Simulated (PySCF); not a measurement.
# F⁺ (fluorine, charge +1) across methods

[He] 2s1 2p5, high-spin 3P determinant (an excited configuration). All numbers are calculated (PySCF 2.14, scalar relativity by spin-free X2C-1e, in dyall-av3z (15s9p3d2f, 71 functions)).

```
   method  E (hartree)  mean ε 2s α (eV)  mean ε 2p α (eV)  mean ε 2p β (eV)  Σ⟨r²⟩ (bohr²)   ⟨S²⟩
      LDA     -97.8618           -48.961           -30.187           -26.344          7.457  2.003
BHandHLYP     -98.4573           -57.874           -35.893           -30.288          7.368  2.004
  LC-wPBE     -98.4582           -55.467           -35.611           -31.552          7.406  2.002
     PBE0     -98.4109           -53.711           -33.039           -28.283          7.378  2.003
    HSE06     -98.4219           -53.251           -32.599           -27.890          7.379  2.003
     BP86     -98.5150           -49.391           -30.145           -26.497          7.400  2.002
      UHF    -98.12765           -66.132           -41.213           -32.792          7.341  2.009
      PBE     -98.4271           -49.350           -30.097           -26.316          7.429  2.002
```

Q: Estimate the same row for r2SCAN.

A: E (hartree) = -98.4576; mean ε 2s α (eV) = -51.593; mean ε 2p α (eV) = -31.101; mean ε 2p β (eV) = -26.629; Σ⟨r²⟩ (bohr²) = 7.349; ⟨S²⟩ = 2.004.
